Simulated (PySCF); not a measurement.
## Frontier orbitals and the lowest excitations

Species: NbS(CH2SiH3)3, C3H15NbSSi3 (singlet state).
Structure used (PBE0-D3(BJ)/def2-SVP), in Å, numbered top down from 1:
```xyz
23
C3H15NbSSi3 angstrom
Nb    -0.032   -0.022   -0.074
S      0.000   -0.023    2.066
C      1.985   -0.191   -0.707
Si     3.230    0.776    0.320
H      2.242   -1.268   -0.686
H      1.999    0.147   -1.764
H      2.713    2.157    0.575
H      3.456    0.085    1.622
H      4.538    0.916   -0.397
C     -0.898    1.817   -0.675
Si    -2.220    2.519    0.464
H     -0.059    2.536   -0.761
H     -1.306    1.643   -1.691
H     -3.213    1.453    0.806
H     -1.592    3.037    1.713
H     -2.974    3.634   -0.199
C     -1.199   -1.693   -0.660
Si    -0.959   -3.243    0.379
H     -2.259   -1.378   -0.613
H     -0.945   -1.886   -1.723
H      0.501   -3.483    0.609
H     -1.649   -3.082    1.691
H     -1.500   -4.456   -0.316
```

Method used: PySCF 2.14.0, density-fitted response routines, TDDFT wB97X-D/def2-SVPD, vertical, gas phase, core orbitals frozen in the response, def2 core potentials past Kr. Spin–orbit coupling is left out.

Frontier orbitals with the atoms that hold most of them (Löwdin shares over 4%, at most four atoms):

```
orbital  ε (eV)                             atoms
 HOMO-3  -10.44                   S2 62%, Nb1 27%
 HOMO-2  -10.21  C17 14%, C10 13%, C3 12%, Nb1 9%
 HOMO-1   -9.34    S2 53%, Nb1 17%, C3 6%, C17 6%
   HOMO   -9.32  S2 53%, Nb1 16%, C10 8%, Si11 6%
   LUMO   -0.51    Nb1 65%, S2 13%, C3 5%, C10 4%
 LUMO+1   -0.51           Nb1 65%, S2 13%, C17 5%
 LUMO+2    0.54   Nb1 48%, S2 16%, C10 7%, C17 6%
```

Problem. The HOMO–LUMO gap is 8.81 eV. Where does the response calculation put the lowest singlet, and from which orbitals?

Solution. S1 is at 3.76 eV (f = 0.0000), 5.05 eV below the gap, made of HOMO→LUMO/LUMO+1 (≥49%), HOMO-1→LUMO/LUMO+1 (≥23%). 

Next come S2 at 3.98 eV (f 0.0030), HOMO-1→LUMO/LUMO+1 (≥43%), HOMO→LUMO/LUMO+1 (≥41%); S3 at 3.98 eV (f 0.0033), HOMO-1→LUMO/LUMO+1 (≥43%), HOMO→LUMO/LUMO+1 (≥41%); S4 at 4.48 eV (f 0.010), HOMO-1→LUMO/LUMO+1 (≥40%), HOMO→LUMO/LUMO+1 (≥23%); S5 at 4.59 eV (f 0.0010), HOMO-4→LUMO/LUMO+1 (≥41%), HOMO-5→LUMO/LUMO+1 (≥36%).

Orbitals of the list HOMO-3 to LUMO+2 that lie within 0.01 eV of each other are written together with a slash and their weights summed (≥ marks a lower bound); for degenerate orbitals outside that list single weights are arbitrary.

Löwdin shares depend on the basis, the more so with diffuse functions.
